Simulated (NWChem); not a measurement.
Molecule: C$_{5}$H$_{3}$F; SMILES C(C(C#C)F)#C

```xyz
9

C      0.9292    -0.1720    -2.2246
C      0.3139     0.0728    -1.2133
C     -0.4399     0.4025     0.0000
F     -1.6557    -0.2408     0.0000
C      0.3139     0.0728     1.2133
C      0.9292    -0.1720     2.2246
H      1.4795    -0.3979    -3.1199
H     -0.6451     1.4900     0.0000
H      1.4795    -0.3979     3.1199
```
Atoms are numbered in this order, from 1.

Results from NWChem. The geometry was optimised at PBE0/def2-SVP. Atomic charges in e: unrestrained fits to the electrostatic potential beside Mulliken populations; buried atoms are poorly determined by the fit.

### Question
Predict the results for B3LYP/def2-SVP. Quantities: ESP C1; Mulliken C1; ESP C2; Mulliken C2; ESP C3; Mulliken C3; ESP F4; Mulliken F4; ESP C5; Mulliken C5; relative RMS misfit of the potential (%).

### Answer
- ESP C1: -0.30
- Mulliken C1: -0.41
- ESP C2: -0.17
- Mulliken C2: 0.28
- ESP C3: 0.79
- Mulliken C3: 0.38
- ESP F4: -0.33
- Mulliken F4: -0.23
- ESP C5: -0.17
- Mulliken C5: 0.28
- relative RMS misfit of the potential (%): 28
